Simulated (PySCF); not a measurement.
C4H6N2S.
SMILES with atom numbers: `[NH2:1][CH2:2][c:3]1[cH:4][n:5][s:6][cH:7]1` (hydrogens: H8, H9 on N1; H10, H11 on C2; H12 on C4; H13 on C7)

Cartesian coordinates in Å at the GFN2-xTB level; atoms count from 1:
```
atom  x, y, z in Å
N1    -1.683   -0.028   -0.970
C2    -1.034   -0.489    0.249
C3     0.398   -0.055    0.251
C4     1.273   -0.182   -0.855
N5     2.488    0.257   -0.682
S6     2.686    0.858    0.822
C7     1.069    0.531    1.288
H8    -2.649   -0.333   -0.994
H9    -1.672    0.986   -1.015
H10   -1.076   -1.585    0.246
H11   -1.518   -0.135    1.176
H12    0.995   -0.602   -1.804
H13    0.717    0.777    2.269
```

Theory: PBE0/def2-SVPD in PySCF (dipole) on a GFN2-xTB geometry, gas phase.

Masses are those of the commonest isotopes; rigid-rotor values at the optimised geometry. The values belong to one conformer with, in the numbering `[NH2:1][CH2:2][c:3]1[cH:4][n:5][s:6][cH:7]1`, H–N1–C2–C3 179° and -62°, N1–C2–C3–C4 -46°.

Problem. Give the principal moments of inertia and the rotational constants in GHz.

Solution. Ia = 79.67, Ib = 351.02, Ic = 409.06 u·Å²; 505379 MHz·u·Å²/I gives 6343, 1440 and 1235 MHz, that is A = 6.3432, B = 1.4397, C = 1.2355 GHz.

Problem. What kind of rotor is it?

Solution. A near-prolate asymmetric top. Ray's parameter κ = (2B − A − C)/(A − C) = -0.920; −1 is the prolate and +1 the oblate limit.

Problem. What does the inertial defect say?

Solution. Not planar: Δ = Ic − Ia − Ib = -21.64 u·Å². For a rigid frame Δ = −2 Σ m c², so Σ m c² = 10.82 u·Å² lies off the ab plane: 4.38 from hydrogen and 6.44 from heavier atoms. The atom farthest from that plane is 1.43 Å away.

Problem. Give the other two planar moments, Paa and Pbb, and the rms extents of the mass along the axes.

Solution. Paa = Σ m a² = (Ib + Ic − Ia)/2 = 340.20 and Pbb = Σ m b² = (Ia + Ic − Ib)/2 = 68.85 u·Å². With the mass M = 114.03 u, the rms extents √(P/M) along a, b and c are 1.73, 0.78, 0.31 Å.

Problem. Which lines would a microwave search look for?

Solution. The dipole components are |μa| = 2.51 D, |μb| = 2.72 D, |μc| = 0.25 D. Intensities carry the squares of the components, which stand as 0.85 : 1.00 : 0.01 (a : b : c). Some lines, for components of 0.1 D or more:

| type | branch | J(Ka,Kc) | MHz | lower level (cm⁻¹) |
| --- | --- | --- | --- | --- |
| b | R | 2(0,2) ← 1(1,1) | 441 | 0.253 |
| a | Q | 2(1,1) ← 2(1,2) | 613 | 0.424 |
| a | R | 1(0,1) ← 0(0,0) | 2675 | 0.000 |
| c | Q | 2(1,2) ← 2(0,2) | 4705 | 0.267 |
| c | Q | 1(1,1) ← 1(0,1) | 4903 | 0.089 |
| b | Q | 1(1,0) ← 1(0,1) | 5108 | 0.089 |
| a | R | 2(1,2) ← 1(1,1) | 5146 | 0.253 |
| b | Q | 2(1,1) ← 2(0,2) | 5318 | 0.267 |
| a | R | 2(0,2) ← 1(0,1) | 5344 | 0.089 |
| a | R | 2(1,1) ← 1(1,0) | 5555 | 0.260 |
| b | R | 1(1,1) ← 0(0,0) | 7579 | 0.000 |
| c | R | 1(1,0) ← 0(0,0) | 7783 | 0.000 |
| b | R | 2(1,2) ← 1(0,1) | 10050 | 0.089 |
| c | Q | 2(2,1) ← 2(1,1) | 14710 | 0.445 |
| b | Q | 2(2,0) ← 2(1,1) | 14717 | 0.445 |
| b | Q | 2(2,1) ← 2(1,2) | 15323 | 0.424 |
| b | R | 2(2,1) ← 1(1,0) | 20265 | 0.260 |
| c | R | 2(2,0) ← 1(1,0) | 20271 | 0.260 |
| c | R | 2(2,1) ← 1(1,1) | 20469 | 0.253 |
| b | R | 2(2,0) ← 1(1,1) | 20476 | 0.253 |

Problem. Estimate the classical rotational partition function at 10 K, 25 K and 298.15 K.

Solution. Point group C1, symmetry number σ = 1; q = (√π/σ)·√((kT/h)³/(ABC)), k/h = 20836.6 MHz/K: 1590 at 10 K, 6270 at 25 K, 258000 at 298.15 K.

GFN2-xTB frequencies: not computed here. These are rigid-rotor constants of the computed structure; measured ground-state constants (B0) also hold zero-point vibration. A rigid rotor knows nothing of inversion at nitrogen, which can split or shift real lines. Quadrupole hyperfine structure (14N) is left out.

The run took 22 s wall on one thread, Arm Neoverse V2 (aarch64), no GPU, shared host, and the process peaked at 0.81 GiB of memory. This is the PBE0/def2-SVPD job that gave the dipole, with the excitations it also computed.
